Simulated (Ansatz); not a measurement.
Reaction (formal exchange of groups at the Al–C bond): `C#[C][Al]([CH3])[NH]C` + `F/C=C/[SiH3]` → `C[NH][Al]([CH3])[SiH3]` + `C#C/C=C/F`

Program: Ansatz. Geometries: PBE0-D4/def2-TZVP. ΔE: electronic, gas phase. CCSD(T)/CBS is the MP2 limit (def2-TZVPP, def2-QZVPP) plus CCSD(T) − MP2 in def2-TZVPP, frozen cores. Double bonds are as drawn, so ΔE can hold a change between cis and trans. Functionals use def2-TZVPP. B3LYP here is the variant with VWN-RPA as its local correlation; programs differ in this. One conformer a species, not always the lowest.

| level | ΔE (kcal/mol) | difference from CCSD(T)/CBS |
| --- | --- | --- |
| PBE-D4 | 11.3 | -7.6 |
| r2SCAN-D4 | 15.8 | -3.1 |
| PBE0-D4 | 13.2 | -5.7 |
| B3LYP-D4 | 16.2 | -2.7 |
| ωB97X-V | 17.6 | -1.3 |
| ωB97M-V | 19.6 | 0.7 |
| B2PLYP | 18.2 | -0.7 |
| PBE | 11.3 | -7.6 |
| r2SCAN | 15.9 | -3.0 |
| PBE0 | 13.3 | -5.6 |
| B3LYP | 16.3 | -2.6 |
| HF/def2-TZVPP | 21.8 | 2.9 |
| MP2/def2-TZVPP | 20.2 | 1.3 |
| SCS-MP2/def2-TZVPP | 20.6 | 1.7 |
| CCSD/def2-TZVPP | 19.0 | 0.1 |
| CCSD(T)/def2-TZVPP | 18.5 | -0.4 |
| HF/def2-QZVPP | 22.1 | 3.2 |
| MP2/def2-QZVPP | 20.5 | 1.6 |
| SCS-MP2/def2-QZVPP | 20.9 | 2.0 |
| HF/CBS(def2) | 22.1 | 3.2 |
| MP2/CBS(def2) | 20.6 | 1.7 |
| CCSD/CBS(def2) | 19.4 | 0.5 |
| CCSD(T)/CBS | 18.9 | 0 |

Largest T1 diagnostic among the species: 0.013.

From PBE to PBE0 (25 % exact exchange), in def2-TZVPP and without D4, ΔE moves by +1.9 kcal/mol. In def2-TZVPP, CCSD(T) changes the Hartree–Fock value by −3.3 kcal/mol (the triples alone add −0.5 kcal/mol) and MP2 by −1.6 kcal/mol.
